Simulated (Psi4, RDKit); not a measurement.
Conformational energy of C₄H₇NOSi, SMILES c1cc([SiH2]N)oc1. Scanned: dihedral N1–Si2–C3–O7; all other coordinates were relaxed at GFN2-xTB. Points at φ and −φ are mirror images. Heavy atoms are numbered in the order of the SMILES N[SiH2]c1ccco1, hydrogens after them in the order of the atoms that carry them; the mirror image has the same energies with the sign of each dihedral reversed.

- MMFF94 // GFN2-xTB (RDKit)
- PBE-D3(BJ)/def2-SVP // GFN2-xTB (Psi4)

Energies relative to the lowest point of each profile, in kcal/mol:

```
φ / °  MMFF94
-----  ------
-150     0.43
-120     0.34
-90      0.07
-60      0.00
-30      0.55
0        1.42
30       0.55
60       0.00
90       0.07
120      0.34
150      0.43
180      0.50
```

Problem. Predict the corresponding PBE-D3(BJ)/def2-SVP column.

Solution. -150: 0.00; -120: 0.61; -90: 0.96; -60: 1.00; -30: 1.46; 0: 1.80; 30: 1.46; 60: 1.00; 90: 0.96; 120: 0.61; 150: 0.00; 180: 0.81 (kcal/mol).

MMFF94 has few fitted parameters for silicon.
